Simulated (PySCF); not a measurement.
C₄H₉O, SMILES CC(C)(C)[O], multiplicity 2.

Geometry optimised at B3LYP-D3(BJ)/def2-SVP. The isomer is the one that the SMILES or the coordinates give; other isomers of the formula were not compared.

Calculation: SMD-M06-2X/6-31G* (PySCF).

Solvation free energies are E(SMD) − E(gas) at the gas-phase geometry, for 1 M in both phases. In vacuum the dipole moment is 1.92 D.

Problem. Estimate the solvation free energies in water, toluene, benzene. (Estimate from the structure and the level; the computed values follow.)

Solution. 
```tsv
solvent	ΔG(solv) (kcal/mol)	its non-electrostatic (CDS) part	dipole (D)
water	-1.7	3.0	2.73
toluene	-3.6	-2.3	2.14
benzene	-3.7	-2.4	2.13
```
